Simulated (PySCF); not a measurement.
An unknown is described by computed data only.

Elements present: C, H and Si. Monoisotopic mass: 132.0395 u.

| Property | Result |
| --- | --- |
| 1H NMR | chemical shifts (computed TMS as zero) by class: 7.91 (1 H), 7.69 (1 H), 7.62 (1 H), 7.60 (1 H), 7.46 (1 H), 6.38 (1 H), 4.90 (2 H) ppm [GIAO PBE0/pcSseg-1] |
| NMR, other nuclei | isotropic shieldings of nuclei other than C and H, by class: 393 (1 Si) ppm [GIAO PBE0/pcSseg-1] |
| UV, strongest line | among the 8 lowest singlet transitions: S4 at 6.13 eV (202 nm, f = 0.603) [TDDFT CAM-B3LYP/def2-SVPD] |
| 13C NMR | chemical shifts (computed TMS as zero) by class: 160.5 (1 C), 155.7 (1 C), 140.1 (1 C), 139.7 (1 C), 135.7 (1 C), 133.5 (1 C), 132.4 (1 C), 130.1 (1 C) ppm [GIAO PBE0/pcSseg-1] |
| Triplet | lowest triplet excitation (Tamm–Dancoff): 3.06 eV [TDA CAM-B3LYP/def2-SVPD] |
| UV, first state | lowest singlet excitation: 4.50 eV (275 nm, f = 0.092) [TDDFT CAM-B3LYP/def2-SVPD] |
| Rotational structure | rotational constants A, B, C: 3.006, 1.245, 0.890 GHz [GFN2-xTB] |
| Polarisability | 114.3 au [CAM-B3LYP/def2-SVPD] |
| Dipole | 0.28 D [CAM-B3LYP/def2-SVPD] |

Gas-phase values; electronic properties from PySCF, density fitting. Levels stand in brackets. Isolated species at its GFN2-xTB geometry, gas phase. Each NMR value is the plain mean over a class of atoms that symmetry, rotation or inversion makes alike.

**Question.** Which formula fits the mass and the elements?

**Answer.** C8H8Si (calculated 132.0395). No other formula that holds each of these elements comes within 0.0003 u with a fitting electron parity and a possible valence count.

**Question.** Propose a structure and show how it fits.

**Answer.** Numbering: `[CH:1]1=[CH:2][c:3]2[cH:4][cH:5][cH:6][cH:7][c:8]2[SiH2:9]1`. Its formula, C8H8Si, gives 6 degrees of unsaturation: 2 rings and 4 π bonds in the structure found (Kekulé form). 8 carbons fall into 8 classes; from least to most shielded: alkene CH carbon [C2] (160.5 ppm), substituted aromatic carbon [C3] (155.7 ppm), aromatic CH carbon [C7] (140.1 ppm), substituted aromatic carbon [C8] (139.7 ppm), aromatic CH carbon [C5] (135.7 ppm), alkene CH carbon [C1] (133.5 ppm), aromatic CH carbon [C6] (132.4 ppm), aromatic CH carbon [C4] (130.1 ppm). Hydrogen classes from least to most shielded: 1 H on an aromatic CH carbon, C7 (7.91 ppm), 1 H on an alkene CH carbon, C2 (7.69 ppm), 1 H on an aromatic CH carbon, C5 (7.62 ppm), 1 H on an aromatic CH carbon, C4 (7.60 ppm), 1 H on an aromatic CH carbon, C6 (7.46 ppm), 1 H on an alkene CH carbon, C1 (6.38 ppm), 2 H on an SiH2 silicon, Si9 (4.90 ppm). The other shieldings belong to: 393 ppm, SiH2 silicon [Si9]. The optimised geometry has point group Cs and is an asymmetric top. Structure: `C1=Cc2ccccc2[SiH2]1`. Computed isomers that give other values at the same levels: `C#C[SiH2]c1ccccc1` (13C chemical shifts (computed TMS as zero) by class: 140.8 (2 C), 135.8 (1 C), 135.2 (1 C), 133.3 (2 C), 105.1 (1 C), 86.5 (1 C) ppm). The assignments are read from this structure; whether some other isomer fits the data as well wasn't checked.
